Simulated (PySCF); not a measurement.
C₃H₅Cl. Atoms are numbered in the order given.

```xyz
9

C      1.3718    -0.9642     0.0000
C      0.1333    -0.4420     0.0000
C     -1.1578    -1.2004     0.0000
Cl    -0.0794     1.3057     0.0000
H      2.2681    -0.3289     0.0000
H      1.4997    -2.0571     0.0000
H     -1.7657    -0.9404     0.8914
H     -0.9708    -2.2915     0.0000
H     -1.7657    -0.9404    -0.8914
```
Charge 0, spin multiplicity 1.

Geometry: PBE-D3(BJ)/def2-SVP.

Calculation: PBE/def2-TZVP (PySCF).

Symmetry labels are those of the subgroup Cs that the program uses (full group Cs).

Computed valence orbital energies around the gap with their symmetry:
| orbital | symmetry | energy (eV) |
|---|---|---|
| HOMO−7 | A' | -11.67 |
| HOMO−6 | A' | -11.03 |
| HOMO−5 | A" | -10.59 |
| HOMO−4 | A' | -9.47 |
| HOMO−3 | A' | -9.12 |
| HOMO−2 | A" | -8.30 |
| HOMO−1 | A' | -7.33 |
| HOMO | A" | -6.13 |
| LUMO | A" | -1.14 |
| LUMO+1 | A' | -0.18 |
| LUMO+2 | A' | 0.66 |
| LUMO+3 | A' | 1.63 |
